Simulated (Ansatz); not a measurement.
A short molecular-dynamics run on C$_{3}$H$_{9}$ClHf (`[CH3][Hf]([CH3])([CH3])[Cl]`).

```yaml
crystal:
  periodic: [false, false, false]
  atoms:
    - {symbol: C, position_ang: [-1.635238, 1.190756, 0.407486]}
    - {symbol: Hf, position_ang: [0.204449, 0.371800, -0.485958]}
    - {symbol: C, position_ang: [1.687797, 0.193069, 1.134089]}
    - {symbol: C, position_ang: [-0.243981, -1.690084, -1.122073]}
    - {symbol: Cl, position_ang: [1.015045, 1.681278, -2.272866]}
    - {symbol: H, position_ang: [-1.491743, 1.393940, 1.476701]}
    - {symbol: H, position_ang: [-1.957995, 2.125732, -0.064588]}
    - {symbol: H, position_ang: [-2.462696, 0.474747, 0.319844]}
    - {symbol: H, position_ang: [1.925479, 1.163588, 1.586476]}
    - {symbol: H, position_ang: [1.306334, -0.455954, 1.933346]}
    - {symbol: H, position_ang: [2.630256, -0.242523, 0.780762]}
    - {symbol: H, position_ang: [-0.671346, -2.265635, -0.290667]}
    - {symbol: H, position_ang: [0.658481, -2.217269, -1.454740]}
    - {symbol: H, position_ang: [-0.964861, -1.723455, -1.947812]}
basis:
  gaussian: {orbitals: def2-SVP}
hamiltonian: {xc: {name: BLYP}, dispersion: d4}
md: {timestep: 1 fs, n_steps: 20, ensemble: nve, temperature: 300, initial_velocities: maxwell_boltzmann, seed: 733}
```

```sh
$ ansatz run in.yaml --threads 4 --pin off --events-out ev --progress --plain --max-ram 11315MiB
```

```csv
step,time (fs),potential energy (eV),kinetic (eV),T (K),conserved (eV)
0,0.0,-17080.4971,0.4653,300,-17080.0318
1,1.0,-17080.4519,0.4237,273,-17080.0282
2,2.0,-17080.3723,0.3497,225,-17080.0225
3,3.0,-17080.3382,0.3151,203,-17080.0231
4,4.0,-17080.3462,0.3200,206,-17080.0262
5,5.0,-17080.3500,0.3230,208,-17080.0270
6,6.0,-17080.3316,0.3048,197,-17080.0267
7,7.0,-17080.2932,0.2672,172,-17080.0260
8,8.0,-17080.2500,0.2266,146,-17080.0234
9,9.0,-17080.2429,0.2213,143,-17080.0215
10,10.0,-17080.2963,0.2709,175,-17080.0253
11,11.0,-17080.3550,0.3242,209,-17080.0308
12,12.0,-17080.3430,0.3134,202,-17080.0296
13,13.0,-17080.2765,0.2528,163,-17080.0237
14,14.0,-17080.2383,0.2161,139,-17080.0222
15,15.0,-17080.2520,0.2265,146,-17080.0256
16,16.0,-17080.2702,0.2427,156,-17080.0276
17,17.0,-17080.2587,0.2313,149,-17080.0274
18,18.0,-17080.2173,0.1911,123,-17080.0262
19,19.0,-17080.1670,0.1436,93,-17080.0234
20,20.0,-17080.1525,0.1314,85,-17080.0211
```

Velocities are drawn at the set temperature; a run this short doesn't reach equilibrium.

Frames (Å, forces in eV/Å):

```xyz
14
time=0.0 fs
C    -1.635    1.191    0.407    0.258   -0.132   -0.110
Hf    0.204    0.372   -0.486   -0.035   -0.023    0.047
C     1.688    0.193    1.134   -0.212    0.012   -0.211
C    -0.244   -1.690   -1.122    0.058    0.277    0.107
Cl    1.015    1.681   -2.273    0.167    0.251   -0.353
H    -1.492    1.394    1.477    0.076    0.100    0.532
H    -1.958    2.126   -0.065   -0.155    0.461   -0.235
H    -2.463    0.475    0.320   -0.410   -0.359   -0.047
H     1.925    1.164    1.586    0.110    0.482    0.216
H     1.306   -0.456    1.933   -0.198   -0.321    0.393
H     2.630   -0.243    0.781    0.459   -0.214   -0.186
H    -0.671   -2.266   -0.291   -0.215   -0.279    0.421
H     0.658   -2.217   -1.455    0.453   -0.249   -0.165
H    -0.965   -1.723   -1.948   -0.358   -0.006   -0.408
14
time=1.0 fs
C    -1.642    1.193    0.407    0.337    1.052   -0.014
Hf    0.205    0.371   -0.487   -0.159    0.096    0.055
C     1.687    0.196    1.130   -0.313   -0.833   -0.660
C    -0.244   -1.684   -1.121   -0.049   -0.020   -0.666
Cl    1.015    1.680   -2.270    0.187    0.267   -0.377
H    -1.489    1.423    1.486    0.020   -0.077    0.076
H    -1.998    2.158   -0.057    0.168   -0.408    0.083
H    -2.460    0.478    0.334   -0.667   -0.567   -0.032
H     1.918    1.136    1.576    0.294    1.544    0.690
H     1.318   -0.453    1.929   -0.286   -0.452    0.496
H     2.640   -0.223    0.794    0.492   -0.295   -0.270
H    -0.665   -2.260   -0.295   -0.303   -0.356    0.615
H     0.661   -2.233   -1.453    0.156   -0.020   -0.084
H    -0.986   -1.744   -1.957    0.122    0.070    0.088
14
time=2.0 fs
C    -1.649    1.195    0.407    0.245    1.810    0.160
Hf    0.206    0.370   -0.487   -0.285    0.210    0.068
C     1.685    0.198    1.126   -0.210   -1.408   -0.801
C    -0.244   -1.677   -1.121   -0.166   -0.475   -1.158
Cl    1.014    1.680   -2.266    0.206    0.283   -0.401
H    -1.487    1.452    1.497   -0.042   -0.259   -0.357
H    -2.036    2.186   -0.048    0.430   -1.047    0.277
H    -2.463    0.477    0.348   -0.685   -0.568    0.007
H     1.913    1.123    1.572    0.362    2.098    0.944
H     1.327   -0.454    1.929   -0.284   -0.437    0.436
H     2.655   -0.206    0.804    0.349   -0.287   -0.277
H    -0.661   -2.258   -0.293   -0.288   -0.299    0.603
H     0.664   -2.249   -1.453   -0.156    0.221    0.007
H    -1.006   -1.763   -1.965    0.524    0.157    0.493
14
time=3.0 fs
C    -1.655    1.200    0.407   -0.016    2.029    0.320
Hf    0.207    0.370   -0.488   -0.417    0.318    0.086
C     1.683    0.199    1.121    0.146   -1.310   -0.450
C    -0.244   -1.671   -1.122   -0.296   -0.996   -1.273
Cl    1.014    1.679   -2.263    0.222    0.297   -0.425
H    -1.484    1.477    1.504   -0.089   -0.411   -0.647
H    -2.070    2.204   -0.036    0.591   -1.385    0.331
H    -2.473    0.470    0.361   -0.446   -0.353    0.055
H     1.911    1.130    1.577    0.231    1.773    0.788
H     1.333   -0.459    1.934   -0.206   -0.287    0.235
H     2.673   -0.193    0.811    0.080   -0.212   -0.227
H    -0.660   -2.259   -0.285   -0.180   -0.115    0.405
H     0.666   -2.263   -1.452   -0.386    0.415    0.078
H    -1.021   -1.781   -1.968    0.765    0.237    0.724
14
time=4.0 fs
C    -1.662    1.205    0.407   -0.336    1.790    0.418
Hf    0.208    0.369   -0.488   -0.557    0.414    0.112
C     1.682    0.199    1.116    0.633   -0.691    0.247
C    -0.244   -1.666   -1.123   -0.415   -1.457   -1.069
Cl    1.013    1.678   -2.261    0.237    0.312   -0.448
H    -1.483    1.499    1.505   -0.106   -0.511   -0.745
H    -2.099    2.209   -0.022    0.641   -1.429    0.262
H    -2.487    0.459    0.376   -0.061   -0.018    0.093
H     1.912    1.154    1.589   -0.029    0.823    0.327
H     1.337   -0.467    1.940   -0.092   -0.065   -0.032
H     2.692   -0.181    0.817   -0.226   -0.111   -0.152
H    -0.660   -2.261   -0.273   -0.026    0.127    0.115
H     0.665   -2.273   -1.451   -0.486    0.522    0.111
H    -1.028   -1.797   -1.964    0.822    0.295    0.762
14
time=5.0 fs
C    -1.669    1.213    0.408   -0.563    1.212    0.447
Hf    0.208    0.368   -0.489   -0.699    0.496    0.143
C     1.681    0.199    1.111    1.063    0.008    0.966
C    -0.244   -1.662   -1.126   -0.477   -1.746   -0.645
Cl    1.013    1.678   -2.258    0.250    0.325   -0.471
H    -1.483    1.517    1.498   -0.086   -0.547   -0.642
H    -2.121    2.200   -0.004    0.565   -1.186    0.081
H    -2.501    0.448    0.391    0.323    0.306    0.109
H     1.912    1.186    1.605   -0.278   -0.195   -0.173
H     1.340   -0.476    1.947    0.015    0.153   -0.281
H     2.708   -0.170    0.821   -0.481   -0.022   -0.086
H    -0.661   -2.262   -0.261    0.117    0.350   -0.157
H     0.659   -2.278   -1.449   -0.439    0.528    0.100
H    -1.028   -1.810   -1.954    0.690    0.317    0.607
14
time=6.0 fs
C    -1.676    1.221    0.409   -0.579    0.376    0.420
Hf    0.209    0.367   -0.489   -0.839    0.561    0.177
C     1.681    0.198    1.107    1.320    0.534    1.496
C    -0.245   -1.660   -1.129   -0.444   -1.796   -0.081
Cl    1.013    1.678   -2.255    0.261    0.336   -0.492
H    -1.483    1.528    1.486   -0.026   -0.513   -0.355
H    -2.138    2.180    0.014    0.347   -0.649   -0.207
H    -2.513    0.441    0.407    0.603    0.528    0.103
H     1.910    1.216    1.619   -0.441   -0.943   -0.543
H     1.343   -0.483    1.950    0.088    0.310   -0.450
H     2.720   -0.159    0.824   -0.624    0.031   -0.047
H    -0.661   -2.260   -0.249    0.213    0.498   -0.340
H     0.648   -2.278   -1.445   -0.250    0.430    0.047
H    -1.021   -1.820   -1.937    0.373    0.296    0.271
14
time=7.0 fs
C    -1.684    1.229    0.410   -0.340   -0.627    0.358
Hf    0.210    0.367   -0.490   -0.966    0.610    0.210
C     1.682    0.198    1.104    1.374    0.863    1.771
C    -0.247   -1.658   -1.132   -0.310   -1.600    0.541
Cl    1.013    1.677   -2.253    0.271    0.346   -0.510
H    -1.484    1.535    1.470    0.067   -0.414    0.066
H    -2.151    2.154    0.030   -0.008    0.135   -0.577
H    -2.519    0.438    0.424    0.729    0.605    0.083
H     1.903    1.237    1.628   -0.508   -1.352   -0.746
H     1.347   -0.488    1.950    0.113    0.373   -0.508
H     2.726   -0.149    0.826   -0.625    0.038   -0.045
H    -0.659   -2.252   -0.241    0.246    0.546   -0.400
H     0.635   -2.274   -1.441    0.051    0.246   -0.042
H    -1.010   -1.827   -1.918   -0.092    0.231   -0.203
14
time=8.0 fs
C    -1.692    1.237    0.412    0.087   -1.555    0.267
Hf    0.210    0.366   -0.490   -1.074    0.643    0.238
C     1.684    0.199    1.102    1.238    1.039    1.796
C    -0.248   -1.658   -1.134   -0.124   -1.223    1.072
Cl    1.013    1.677   -2.250    0.281    0.356   -0.527
H    -1.484    1.538    1.455    0.173   -0.269    0.518
H    -2.165    2.129    0.040   -0.405    0.953   -0.937
H    -2.518    0.441    0.442    0.687    0.524    0.057
H     1.892    1.245    1.630   -0.496   -1.452   -0.792
H     1.353   -0.488    1.944    0.088    0.331   -0.445
H     2.726   -0.137    0.829   -0.480    0.000   -0.082
H    -0.654   -2.240   -0.237    0.214    0.490   -0.329
H     0.623   -2.267   -1.438    0.395    0.020   -0.145
H    -1.000   -1.832   -1.900   -0.585    0.144   -0.692
14
time=9.0 fs
C    -1.700    1.244    0.413    0.523   -1.987    0.127
Hf    0.211    0.366   -0.491   -1.160    0.662    0.260
C     1.687    0.200    1.102    0.946    1.060    1.583
C    -0.250   -1.660   -1.136    0.015   -0.796    1.291
Cl    1.013    1.677   -2.248    0.291    0.365   -0.541
H    -1.482    1.539    1.444    0.256   -0.113    0.844
H    -2.182    2.113    0.041   -0.633    1.419   -1.118
H    -2.510    0.449    0.461    0.482    0.290    0.033
H     1.876    1.240    1.624   -0.417   -1.256   -0.690
H     1.359   -0.486    1.935    0.019    0.190   -0.273
H     2.722   -0.126    0.830   -0.214   -0.074   -0.149
H    -0.648   -2.222   -0.236    0.122    0.338   -0.138
H     0.614   -2.261   -1.436    0.674   -0.177   -0.231
H    -0.996   -1.836   -1.889   -0.904    0.078   -0.998
14
time=10.0 fs
C    -1.707    1.249    0.415    0.796   -1.632   -0.063
Hf    0.211    0.365   -0.491   -1.223    0.669    0.277
C     1.690    0.203    1.103    0.555    0.851    1.141
C    -0.251   -1.661   -1.137    0.035   -0.463    1.030
Cl    1.013    1.677   -2.246    0.300    0.375   -0.555
H    -1.478    1.538    1.442    0.277    0.011    0.904
H    -2.206    2.111    0.032   -0.515    1.254   -0.988
H    -2.498    0.460    0.480    0.141   -0.065    0.020
H     1.855    1.222    1.611   -0.280   -0.736   -0.426
H     1.365   -0.482    1.922   -0.078   -0.025   -0.027
H     2.715   -0.116    0.830    0.112   -0.161   -0.231
H    -0.640   -2.202   -0.237   -0.012    0.117    0.140
H     0.612   -2.256   -1.436    0.773   -0.267   -0.263
H    -1.001   -1.838   -1.888   -0.880    0.073   -0.958
14
time=11.0 fs
C    -1.714    1.253    0.417    0.900   -0.686   -0.228
Hf    0.212    0.365   -0.492   -1.269    0.667    0.291
C     1.694    0.206    1.105    0.157    0.312    0.505
C    -0.253   -1.663   -1.137   -0.032   -0.304    0.359
Cl    1.013    1.677   -2.244    0.310    0.384   -0.567
H    -1.471    1.538    1.448    0.219    0.081    0.665
H    -2.234    2.120    0.014   -0.104    0.597   -0.594
H    -2.484    0.470    0.499   -0.256   -0.460    0.019
H     1.833    1.197    1.595   -0.101    0.116    0.001
H     1.370   -0.478    1.910   -0.177   -0.260    0.229
H     2.710   -0.107    0.828    0.397   -0.227   -0.296
H    -0.632   -2.180   -0.236   -0.156   -0.123    0.430
H     0.618   -2.253   -1.439    0.639   -0.221   -0.222
H    -1.014   -1.840   -1.896   -0.528    0.124   -0.592
14
time=12.0 fs
C    -1.720    1.256    0.419    0.901    0.309   -0.287
Hf    0.212    0.364   -0.492   -1.305    0.656    0.305
C     1.699    0.209    1.107   -0.134   -0.520   -0.196
C    -0.255   -1.666   -1.137   -0.098   -0.309   -0.418
Cl    1.013    1.677   -2.242    0.318    0.393   -0.578
H    -1.463    1.538    1.461    0.099    0.106    0.232
H    -2.264    2.136   -0.011    0.378   -0.164   -0.114
H    -2.473    0.476    0.518   -0.566   -0.750    0.020
H     1.809    1.173    1.578    0.079    1.150    0.515
H     1.374   -0.476    1.899   -0.240   -0.436    0.411
H     2.708   -0.100    0.823    0.539   -0.239   -0.312
H    -0.626   -2.160   -0.230   -0.259   -0.313    0.622
H     0.629   -2.253   -1.444    0.322   -0.072   -0.120
H    -1.032   -1.841   -1.910   -0.033    0.189   -0.081
14
time=13.0 fs
C    -1.726    1.260    0.420    0.799    0.906   -0.228
Hf    0.213    0.364   -0.492   -1.338    0.638    0.322
C     1.703    0.212    1.109   -0.241   -1.289   -0.702
C    -0.256   -1.668   -1.137   -0.133   -0.418   -0.972
Cl    1.014    1.677   -2.240    0.325    0.401   -0.587
H    -1.453    1.539    1.476   -0.043    0.110   -0.234
H    -2.290    2.150   -0.036    0.752   -0.747    0.299
H    -2.467    0.475    0.538   -0.649   -0.793    0.002
H     1.786    1.161    1.566    0.199    1.917    0.897
H     1.376   -0.479    1.893   -0.235   -0.483    0.457
H     2.712   -0.095    0.815    0.489   -0.179   -0.256
H    -0.622   -2.143   -0.219   -0.277   -0.394    0.610
H     0.643   -2.253   -1.450   -0.060    0.103    0.009
H    -1.051   -1.840   -1.924    0.411    0.228    0.382
14
time=14.0 fs
C    -1.730    1.264    0.421    0.589    0.957   -0.095
Hf    0.213    0.363   -0.493   -1.369    0.610    0.347
C     1.707    0.214    1.111   -0.181   -1.486   -0.758
C    -0.258   -1.671   -1.137   -0.149   -0.552   -1.137
Cl    1.014    1.678   -2.239    0.330    0.408   -0.595
H    -1.444    1.542    1.489   -0.170    0.117   -0.603
H    -2.308    2.156   -0.059    0.956   -1.063    0.580
H    -2.467    0.466    0.557   -0.471   -0.555   -0.056
H     1.765    1.166    1.563    0.237    1.902    0.908
H     1.375   -0.486    1.891   -0.155   -0.379    0.357
H     2.720   -0.093    0.804    0.283   -0.062   -0.135
H    -0.621   -2.129   -0.202   -0.204   -0.358    0.372
H     0.657   -2.253   -1.456   -0.392    0.236    0.126
H    -1.065   -1.837   -1.935    0.697    0.225    0.690
14
time=15.0 fs
C    -1.735    1.269    0.423    0.353    0.560    0.062
Hf    0.213    0.363   -0.493   -1.397    0.575    0.381
C     1.711    0.214    1.112   -0.073   -1.025   -0.393
C    -0.260   -1.675   -1.139   -0.150   -0.629   -0.929
Cl    1.015    1.678   -2.238    0.333    0.412   -0.602
H    -1.436    1.545    1.496   -0.260    0.141   -0.812
H    -2.318    2.153   -0.076    0.986   -1.114    0.708
H    -2.472    0.452    0.576   -0.135   -0.144   -0.147
H     1.746    1.190    1.569    0.240    1.093    0.555
H     1.373   -0.497    1.892   -0.024   -0.166    0.162
H     2.731   -0.090    0.793    0.013    0.075    0.020
H    -0.622   -2.119   -0.182   -0.074   -0.250   -0.011
H     0.668   -2.250   -1.460   -0.601    0.290    0.203
H    -1.073   -1.832   -1.939    0.789    0.181    0.804
14
time=16.0 fs
C    -1.739    1.275    0.424    0.224   -0.118    0.209
Hf    0.213    0.363   -0.494   -1.417    0.534    0.422
C     1.715    0.214    1.113   -0.020   -0.307    0.113
C    -0.262   -1.679   -1.141   -0.109   -0.586   -0.455
Cl    1.015    1.679   -2.236    0.333    0.415   -0.607
H    -1.431    1.550    1.495   -0.298    0.187   -0.839
H    -2.318    2.139   -0.086    0.843   -0.909    0.671
H    -2.478    0.436    0.594    0.211    0.277   -0.246
H     1.729    1.224    1.580    0.257    0.003    0.081
H     1.370   -0.509    1.895    0.121    0.084   -0.054
H     2.741   -0.087    0.781   -0.232    0.195    0.170
H    -0.624   -2.111   -0.162    0.060   -0.132   -0.408
H     0.672   -2.244   -1.463   -0.654    0.254    0.226
H    -1.073   -1.825   -1.936    0.679    0.104    0.717
14
time=17.0 fs
C    -1.743    1.280    0.425    0.300   -0.963    0.339
Hf    0.213    0.362   -0.494   -1.426    0.491    0.465
C     1.718    0.213    1.114   -0.054    0.302    0.516
C    -0.264   -1.683   -1.144    0.000   -0.395    0.175
Cl    1.016    1.679   -2.235    0.330    0.415   -0.609
H    -1.428    1.556    1.486   -0.276    0.256   -0.681
H    -2.310    2.116   -0.090    0.524   -0.450    0.448
H    -2.482    0.423    0.609    0.463    0.591   -0.326
H     1.715    1.259    1.592    0.293   -0.903   -0.304
H     1.369   -0.521    1.897    0.244    0.296   -0.225
H     2.750   -0.083    0.771   -0.388    0.273    0.285
H    -0.625   -2.104   -0.145    0.160   -0.050   -0.712
H     0.670   -2.236   -1.464   -0.543    0.133    0.193
H    -1.067   -1.817   -1.925    0.374    0.004    0.435
14
time=18.0 fs
C    -1.746    1.285    0.427    0.600   -1.880    0.449
Hf    0.213    0.362   -0.494   -1.421    0.448    0.503
C     1.722    0.213    1.115   -0.165    0.698    0.728
C    -0.266   -1.688   -1.147    0.174   -0.074    0.855
Cl    1.017    1.680   -2.235    0.325    0.412   -0.607
H    -1.429    1.565    1.471   -0.195    0.348   -0.358
H    -2.297    2.088   -0.090    0.053    0.221    0.046
H    -2.482    0.416    0.621    0.576    0.744   -0.368
H     1.704    1.285    1.600    0.331   -1.459   -0.531
H     1.370   -0.530    1.897    0.320    0.424   -0.312
H     2.755   -0.075    0.764   -0.427    0.301    0.347
H    -0.624   -2.098   -0.135    0.203   -0.024   -0.860
H     0.663   -2.227   -1.462   -0.289   -0.056    0.107
H    -1.057   -1.809   -1.911   -0.085   -0.102    0.002
14
time=19.0 fs
C    -1.749    1.288    0.429    1.029   -2.672    0.483
Hf    0.213    0.362   -0.495   -1.400    0.409    0.532
C     1.726    0.214    1.117   -0.328    0.910    0.752
C    -0.268   -1.692   -1.149    0.354    0.322    1.424
Cl    1.018    1.681   -2.234    0.319    0.408   -0.601
H    -1.431    1.578    1.452   -0.070    0.456    0.073
H    -2.284    2.063   -0.089   -0.451    0.929   -0.437
H    -2.476    0.416    0.630    0.538    0.719   -0.361
H     1.696    1.296    1.604    0.356   -1.671   -0.606
H     1.374   -0.534    1.895    0.339    0.444   -0.299
H     2.756   -0.065    0.760   -0.344    0.279    0.347
H    -0.622   -2.092   -0.134    0.183   -0.062   -0.827
H     0.653   -2.218   -1.460    0.051   -0.277   -0.012
H    -1.048   -1.802   -1.896   -0.576   -0.193   -0.467
14
time=20.0 fs
C    -1.752    1.289    0.431    1.397   -2.982    0.325
Hf    0.212    0.362   -0.495   -1.366    0.374    0.549
C     1.729    0.215    1.119   -0.514    0.958    0.602
C    -0.270   -1.697   -1.150    0.440    0.707    1.653
Cl    1.019    1.682   -2.233    0.312    0.402   -0.592
H    -1.433    1.594    1.434    0.061    0.555    0.494
H    -2.274    2.047   -0.092   -0.757    1.346   -0.770
H    -2.465    0.422    0.635    0.349    0.510   -0.298
H     1.691    1.292    1.602    0.360   -1.561   -0.542
H     1.382   -0.535    1.889    0.301    0.352   -0.190
H     2.754   -0.052    0.760   -0.160    0.216    0.288
H    -0.617   -2.087   -0.140    0.100   -0.164   -0.606
H     0.644   -2.212   -1.458    0.372   -0.471   -0.135
H    -1.044   -1.797   -1.886   -0.893   -0.242   -0.778
```

Run time 48 s (4 threads of an Arm Neoverse V2 on a shared host); peak host memory 0.53 GiB.
